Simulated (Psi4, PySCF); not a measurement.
Here is a job for Psi4.
```
memory 2 GB

molecule mol {
-1 2
  Hf    0.079304   -0.000913    0.093590
  O     0.875300    0.281972   -1.462537
  O    -1.589040   -0.273759    0.620225
}

set basis def2-svp
set reference uks
set scf_type pk
set puream true
set d_convergence 1e-8
set dft_radial_points 99
set dft_spherical_points 590

energy('revpbe')
print_variables()
```

### Question
Write the same job for PySCF.

### Answer
Several could match; the one computed here: 
```python
from pyscf import gto, scf, dft

mol = gto.Mole()
mol.atom = '''
    Hf    0.079304   -0.000913    0.093590
    O     0.875300    0.281972   -1.462537
    O    -1.589040   -0.273759    0.620225
'''
mol.basis = 'def2-svp'
mol.ecp = {'Hf': 'def2-svp'}
mol.charge = -1
mol.spin = 1
mol.verbose = 4
mol.build()

mf = dft.UKS(mol)
mf.xc = 'revpbe'
mf.grids.atom_grid = (99, 590)
mf.grids.prune = None
mf.kernel()
```

Both were run: Psi4 gave -198.413543 Eh and PySCF -198.413543 Eh, 0.000 mEh apart.
